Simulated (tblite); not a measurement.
Q: What does the GFN2-xTB structure of `CC1=CC[P@+](C)(P)C1` look like in three dimensions? (Charge +1.)

A: 
```xyz
21
C6H13P2 angstrom
C      2.8857   -0.5419   -0.1667
C      1.4917   -0.0651    0.0372
C      1.1216    1.1848    0.2776
C     -0.3378    1.4879    0.4804
P     -1.1537   -0.1161    0.0915
C     -1.8917   -0.0187   -1.5627
P     -2.5621   -0.9741    1.4987
C      0.3851   -1.0996   -0.0156
H      3.1367   -1.3038    0.5700
H      3.5908    0.2783   -0.0767
H      2.9947   -0.9908   -1.1529
H      1.8197    2.0015    0.3517
H     -0.6966    2.2745   -0.1893
H     -0.5392    1.8051    1.5082
H     -2.2482   -1.0062   -1.8566
H     -1.1410    0.3280   -2.2736
H     -2.7332    0.6740   -1.5568
H     -1.7281   -0.6411    2.5740
H     -3.2797    0.2256    1.5803
H      0.4632   -1.8019    0.8204
H      0.4133   -1.6836   -0.9397
```

Orientation and origin are arbitrary. Atoms count from 1 in this order. P5 (phosphorus bonded to 3 C and P) has angles from 96.2° to 119.7°. The 5-membered ring C2–C3–C4–P5–C8 has internal angles of 96.2° to 119.0° (sum 539°, against 540° for a flat polygon); it is slightly puckered (a soft mode that the optimisation may not have finished), 0.05 Å rms from its mean plane, widest ring torsion 9°. The C–P distances run from 1.814 Å (P5–C6, drawn single) to 1.841 Å (C4–P5, drawn single), a spread of 0.027 Å. C2 (fully substituted alkene carbon) is planar (angles 126.1°, 117.4° and 116.5°, sum 360.0°, 0.01 Å off the plane of its three neighbours).

Bonds between heavy atoms (Å): C1–C2 1.487, C2=C3 1.325, C3–C4 1.504, C4–P5 1.841, P5–C6 1.814, P5–P7 2.168, P5–C8 1.829, C2–C8 1.516.

The geometry is computed with GFN2-xTB (gas phase).

Point group: C1 (no symmetry element, even within 0.4 Å). Its GFN2-xTB frequencies are all real (lowest 24 cm⁻¹). Torsions: C4–P5–P7–H -42° and 51°, C2–C3–C4–P5 -7°, C3–C4–P5–C6 -103°, C4–P5–C8–C2 -9°, C1–C2–C8–P5 -174°. 3 starts were optimised and ended at 0.00, 0.05 and 0.51 kcal/mol (GFN2-xTB); the lowest of these is shown.

One conformer stands for the species.
